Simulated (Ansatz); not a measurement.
Basis sets compared for Be7O8 (the lowest singlet isomer of a short search). Total charge 0; singlet. Geometry PBE-D4/def2-SVP. Ansatz on 4 threads of Arm Neoverse V2 on a shared host; times are rough, and most runs start from earlier orbitals.

```xyz
15

Be   -0.552    1.775   -0.714
Be    1.445   -0.883    1.535
Be   -1.696    0.379    0.908
Be    0.567    1.276    1.131
Be    1.181   -0.223   -0.917
Be   -0.993    0.029   -2.079
Be   -0.580   -1.602   -0.164
O    -1.399    1.394   -1.918
O    -1.782   -1.016    0.524
O    -0.998    1.707    0.861
O    -0.048   -1.037   -1.584
O     1.113    0.365    2.188
O     0.784   -2.089    0.659
O     0.980    1.240   -0.471
O     1.977   -1.315    0.040
```

The structure holds 1 bond(s) between oxygen atoms. The restricted singlet is unstable towards broken spin symmetry in Hartree–Fock (as tested in another run); at PBE-D4/def2-SVP, PBE-D4/def2-TZVP, PBE0-D4/def2-SVP, PBE0-D4/def2-TZVP this wasn't settled. The structure comes from a short search, and lower isomers may exist.

Binding counts from free atoms (Be singlet, O triplet) in the same basis, without a counterpoise term.

| level | functions | energy (Eh) | HOMO (eV) | LUMO (eV) | binding per atom (eV) | wall time |
| --- | --- | --- | --- | --- | --- | --- |
| PBE-D4/def2-SVP | 175 | -704.4466 | -6.79 | -3.84 | 5.16 | 4.2 s |
| PBE0-D4/def2-SVP | 175 | -704.4455 | -8.40 | -2.46 | 4.93 | 5.5 s |

(1) Estimate the rows for PBE-D4/def2-TZVP (with forces), PBE0-D4/def2-TZVP.

Answers

(1) 
```
                         level  functions  energy (Eh)  HOMO (eV)  LUMO (eV)  binding per atom (eV)  wall time
PBE-D4/def2-TZVP (with forces)        381    -705.3044      -6.45      -3.52                   5.13       11 s
             PBE0-D4/def2-TZVP        381    -705.3122      -8.00      -2.11                   4.93       18 s
```
